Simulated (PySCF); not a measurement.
CH7NOSi. Atoms are numbered in the order given.

```xyz
11

Si     0.0481     0.1007    -0.3565
C      1.3869    -1.0050     0.3699
N     -1.4716    -0.6914    -0.0305
O      0.0135     1.6509     0.3051
H      0.3452     0.3854    -1.8032
H      1.4657    -1.9605    -0.1896
H      1.1824    -1.2463     1.4335
H      2.3737    -0.5026     0.3165
H     -2.3244    -0.3761    -0.4997
H     -1.4844    -1.7080     0.0809
H     -0.3590     1.6614     1.2051
```

Coordinates come from a PBE-D3(BJ)/def2-SVP optimisation. This is a generated structure with no PubChem entry under its InChIKey; it may be hypothetical. One conformer was computed; it need not be the lowest.

Method: SMD-PBE0/def2-SVP (PySCF).

Solvation free energies are E(SMD) − E(gas) at the gas-phase geometry, for 1 M in both phases. In vacuum the dipole moment is 2.31 D.

```
solvent         ΔG(solv) (kcal/mol)  its non-electrostatic (CDS) part  dipole (D)
--------------  -------------------  --------------------------------  ----------
water                          -4.7                               3.9        3.02
ethylethanoate                 -4.2                               0.1        2.70
benzene                        -2.6                              -0.1        2.53
```
